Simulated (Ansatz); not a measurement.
Cost and result for the atomization energy of CH6InNO, SMILES `NC[O][InH2]` (10 atoms, 9 bonds).

Cartesian coordinates in Å:
```
N 0.516 1.305 -1.327
C 0.631 0.041 -0.663
O 0.328 0.088 0.709
In -0.983 -1.112 1.606
H 1.112 1.988 -0.874
H -0.434 1.651 -1.268
H 1.669 -0.299 -0.778
H -0.012 -0.675 -1.197
H -1.773 -2.162 0.507
H -1.054 -0.826 3.284
```

Charge 0, multiplicity 1. Correlated methods include outer-core shells of In, which these sets cover unevenly. In takes the def2 core potential. The structure was optimised at the PBE0-D4/def2-TZVP level. It is one conformer, not always the lowest. Program: Ansatz. All runs use 4 threads of an Arm Neoverse V1 on a shared host. Times are those of one run each, without the atoms' runs, and a repeat can differ threefold. Electronic energies, without spin–orbit coupling; frozen cores. CCSD(T)/CBS adds CCSD(T) − MP2 in def2-TZVPP to the MP2 limit, and its time is that of the two runs behind it. T1 = 0.016. With those shells the extrapolation isn't a true limit. B3LYP takes the VWN-RPA correlation (the form of Gaussian; ORCA's B3LYP/G).

CCSD(T)/CBS is a level of theory with its own doubt, some kJ/mol a heavy atom from the limit and from the frozen cores, so smaller differences don't rank the functionals.

```json
{"level": "PBE-D4/def2-TZVPP (with forces)", "functions": "227", "wall time": "2.3 s"}
{"level": "PBE0-D4/def2-TZVPP", "functions": "227", "wall time": "2.6 s"}
{"level": "r2SCAN-D4/def2-TZVPP (with forces)", "functions": "227", "wall time": "4.3 s"}
{"level": "B3LYP-D4/def2-TZVPP (with forces)", "functions": "227", "wall time": "4.3 s"}
{"level": "B2PLYP/def2-TZVPP", "functions": "227", "wall time": "5.5 s"}
{"level": "ωB97X-V/def2-TZVPP", "functions": "227", "wall time": "7.5 s"}
{"level": "ωB97M-V/def2-TZVPP (with forces)", "functions": "227", "wall time": "11 s"}
{"level": "MP2/def2-QZVPP", "functions": "433", "wall time": "19 s"}
{"level": "CCSD(T)/def2-TZVPP", "functions": "227", "wall time": "2.6 min"}
{"level": "CCSD(T)/CBS(def2)", "functions": "–", "wall time": "2.9 min"}
```

Q: What atomization energy does each give, and how far from CCSD(T)/CBS? (Estimate.)

A: The calculation gave: 
```tsv
level	atomization (kJ/mol)	difference from CCSD(T)/CBS	per bond
PBE-D4/def2-TZVPP (with forces)	3233.4	49.6	5.5
PBE0-D4/def2-TZVPP	3155.0	-28.8	-3.2
r2SCAN-D4/def2-TZVPP (with forces)	3166.2	-17.6	-2.0
B3LYP-D4/def2-TZVPP (with forces)	3165.0	-18.8	-2.1
B2PLYP/def2-TZVPP	3127.7	-56.1	-6.2
ωB97X-V/def2-TZVPP	3193.5	9.7	1.1
ωB97M-V/def2-TZVPP (with forces)	3185.7	1.9	0.2
MP2/def2-QZVPP	3169.7	-14.1	-1.6
CCSD(T)/def2-TZVPP	3087.8	-96.0	-10.7
CCSD(T)/CBS(def2)	3183.8	0.0	0.0
```

From PBE to PBE0 (25 % exact exchange), in def2-TZVPP and without D4, the atomization energy moves by −75.9 kJ/mol: exact exchange takes away binding that semilocal exchange gives to molecules. In def2-TZVPP, CCSD(T) changes the Hartree–Fock value by +951.9 kJ/mol (the triples alone add +53.7 kJ/mol) and MP2 by +976.2 kJ/mol; breaking electron pairs costs correlation energy, which Hartree–Fock lacks. The D4 term adds +26.3 kJ/mol with B3LYP and +13.8 kJ/mol with PBE0; it sums over pairs of atoms, weighted by their polarisabilities, and B3LYP, whose exchange is more repulsive, gets the larger term.

Spin–orbit coupling would lower the free In atoms strongly, and the atomization energy with them, by more than many differences here.
